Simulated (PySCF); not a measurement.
Species: C4H7F3Si.
SMILES with atom numbers: `[F:1][CH:2]([F:3])[C@@H:4]1[CH2:5][C@H:6]([F:7])[SiH2:8]1` (hydrogens: H9 on C2; H10 on C4; H11, H12 on C5; H13 on C6; H14, H15 on Si8)

The same species was optimised twice, with GFN2-xTB and with PBE0-D3(BJ)/def2-SVP (PySCF), and the same property calculations (PySCF, gas phase) were run on both structures.

| coordinate | GFN2-xTB | PBE0-D3(BJ)/def2-SVP | change |
| --- | --- | --- | --- |
| C6–Si8 (Å) | 1.939 | 1.920 | -0.019 |
| C4–Si8 (Å) | 1.927 | 1.913 | -0.014 |
| C4–C5 (Å) | 1.543 | 1.552 | +0.009 |
| C2–F3 (Å) | 1.362 | 1.354 | -0.008 |
| C2–C4 (Å) | 1.509 | 1.504 | -0.005 |
| F1–C2 (Å) | 1.360 | 1.358 | -0.002 |
| C6–F7 (Å) | 1.390 | 1.391 | +0.001 |
| C5–C6 (Å) | 1.536 | 1.536 | 0.000 |
| C5–C4–Si8 (°) | 91.3 | 86.7 | -4.6 |
| C5–C6–Si8 (°) | 91.1 | 86.8 | -4.3 |
| C2–C4–Si8 (°) | 112.5 | 115.2 | +2.7 |
| C4–Si8–C6 (°) | 75.0 | 77.2 | +2.2 |
| C4–C5–C6 (°) | 99.7 | 101.5 | +1.8 |
| F1–C2–F3 (°) | 105.6 | 107.3 | +1.7 |
| F7–C6–Si8 (°) | 110.7 | 109.0 | -1.7 |
| F1–C2–C4 (°) | 111.6 | 110.1 | -1.5 |
| F1–C2–C4–C5 (°) | -79 | -69 | +10 |

Rotational constants: A = 2546, B = 1180, C = 1016 MHz (GFN2-xTB) against A = 2501, B = 1233, C = 1059 MHz (PBE0-D3(BJ)/def2-SVP). Point groups within 0.08 Å: C1 and C1.

On the GFN2-xTB structure: lowest singlet, TDDFT (eV) 6.91 [CAM-B3LYP/def2-SVPD]; lowest triplet, Tamm–Dancoff (eV) 6.22 [CAM-B3LYP/def2-SVPD]; isotropic polarisability (au) 72.8 [CAM-B3LYP/def2-SVPD]; HOMO (eV) -9.62 [CAM-B3LYP/def2-SVPD]; LUMO (eV) 0.62 [CAM-B3LYP/def2-SVPD]; dipole (D) 3.02 [CAM-B3LYP/def2-SVPD].

**Question.** What do these properties become on the PBE0-D3(BJ)/def2-SVP structure?

**Answer.** 
| property | level | on GFN2-xTB | on PBE0-D3(BJ)/def2-SVP | change |
| --- | --- | --- | --- | --- |
| lowest singlet, TDDFT (eV) | CAM-B3LYP/def2-SVPD | 6.91 | 7.04 | +0.13 |
| lowest triplet, Tamm–Dancoff (eV) | CAM-B3LYP/def2-SVPD | 6.22 | 6.49 | +0.27 |
| isotropic polarisability (au) | CAM-B3LYP/def2-SVPD | 72.8 | 73.7 | +0.9 |
| HOMO (eV) | CAM-B3LYP/def2-SVPD | -9.62 | -9.69 | -0.07 |
| LUMO (eV) | CAM-B3LYP/def2-SVPD | 0.62 | 0.74 | +0.12 |
| dipole (D) | CAM-B3LYP/def2-SVPD | 3.02 | 3.21 | +0.19 |
| energy, GFN2-xTB geometry as zero (kcal/mol) | CAM-B3LYP/def2-SVPD | 0.0 | -2.0 | -2.0 |

The heavy atoms differ by 0.146 Å rms after alignment. Among bonds between heavy atoms C6–Si8 changes most (-0.019 Å). Changes are differences of the printed values. Neither structure is proved a minimum here.

Conformer computed: `[F:1][CH:2]([F:3])[C@@H:4]1[CH2:5][C@H:6]([F:7])[SiH2:8]1`: F1–C2–C4–C5 -69°.
